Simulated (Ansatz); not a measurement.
Gas-phase electronic energies from Ansatz, PBE0-D4/def2-TZVP geometries. CCSD(T)/CBS is the MP2 limit (def2-TZVPP, def2-QZVPP) plus CCSD(T) − MP2 in def2-TZVPP, frozen cores. This one scheme is used for every species, atoms too. DFT in def2-TZVPP. Open shells (•) are unrestricted, without spin–orbit coupling. Spin–orbit coupling would lower the free atoms: a little for B, C, F, S. Each species was taken in one conformer, which may not be the lowest.

Consider the atomization: `CSB(N)F` → B• + C• + F• + 5 H• + N• + S•.

| level | ΔE (kcal/mol) |
| --- | --- |
| B2PLYP | 927.1 |
| SCS-MP2/def2-TZVPP | 921.3 |
| HF/CBS(def2) | 685.0 |
| CCSD/CBS(def2) | 918.8 |

Question: What does CCSD(T)/CBS give? (Estimate.)

Answer: Computed: +933.1 kcal/mol. The listed levels differ from it by -6.0, -11.8, -248.1, -14.3 kcal/mol.

Largest T1 diagnostic among the species: 0.014.

The D4 term adds +7.2 kcal/mol with B3LYP and +3.7 kcal/mol with PBE0; it sums over pairs of atoms, weighted by their polarisabilities, and B3LYP, whose exchange is more repulsive, gets the larger term. In def2-TZVPP, CCSD(T) changes the Hartree–Fock value by +224.1 kcal/mol (the triples alone add +14.3 kcal/mol) and MP2 by +244.3 kcal/mol; breaking electron pairs costs correlation energy, which Hartree–Fock lacks. From PBE to PBE0 (25 % exact exchange), in def2-TZVPP and without D4, ΔE moves by −18.2 kcal/mol: exact exchange takes away binding that semilocal exchange gives to molecules.

B3LYP here is the variant with VWN-RPA as its local correlation; programs differ in this.

For atomizations the MP2-based limit and the directly extrapolated one differ by several kJ/mol either way, and by 10 to 25 for some Ge, Se and Sn compounds, so smaller differences from it don't rank the levels.
